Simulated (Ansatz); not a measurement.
Calculated with Ansatz (gas phase, PBE0-D4/def2-TZVP geometries, no zero-point term in ΔE). CBS: MP2 limit from def2 TZ/QZ plus the TZ coupled-cluster correction, frozen cores. Functionals use def2-TZVPP. B3LYP here is the variant with VWN-RPA as its local correlation; programs differ in this. Each species was taken in one conformer, which may not be the lowest.

Reaction (formal exchange of groups at the Si–C bond): `FC(Cl)C[SiH3]` + `N[SiH2][AlH2]` → `N[SiH]([AlH2])[SiH3]` + `CC(F)Cl`

| level | ΔE (kJ/mol) | difference from CCSD(T)/CBS |
| --- | --- | --- |
| PBE-D4 | -24.9 | -14.9 |
| r2SCAN-D4 | -17.2 | -7.2 |
| PBE0-D4 | -20.8 | -10.8 |
| B3LYP-D4 | -13.3 | -3.3 |
| ωB97X-V | -9.2 | 0.8 |
| ωB97M-V | -5.0 | 5.0 |
| B2PLYP | -9.0 | 1.0 |
| PBE | -24.4 | -14.4 |
| r2SCAN | -17.0 | -7.0 |
| PBE0 | -20.2 | -10.2 |
| B3LYP | -12.4 | -2.4 |
| HF/def2-TZVPP | -1.7 | 8.3 |
| MP2/def2-TZVPP | -3.9 | 6.1 |
| SCS-MP2/def2-TZVPP | -2.4 | 7.6 |
| CCSD/def2-TZVPP | -7.6 | 2.4 |
| CCSD(T)/def2-TZVPP | -9.1 | 0.9 |
| HF/def2-QZVPP | -1.3 | 8.7 |
| MP2/def2-QZVPP | -4.3 | 5.7 |
| SCS-MP2/def2-QZVPP | -3.0 | 7.0 |
| HF/CBS(def2) | -1.3 | 8.7 |
| MP2/CBS(def2) | -4.9 | 5.1 |
| CCSD/CBS(def2) | -8.5 | 1.5 |
| CCSD(T)/CBS | -10.0 | 0 |

Largest T1 diagnostic among the species: 0.013.

From PBE to PBE0 (25 % exact exchange), in def2-TZVPP and without D4, ΔE moves by +4.2 kJ/mol.
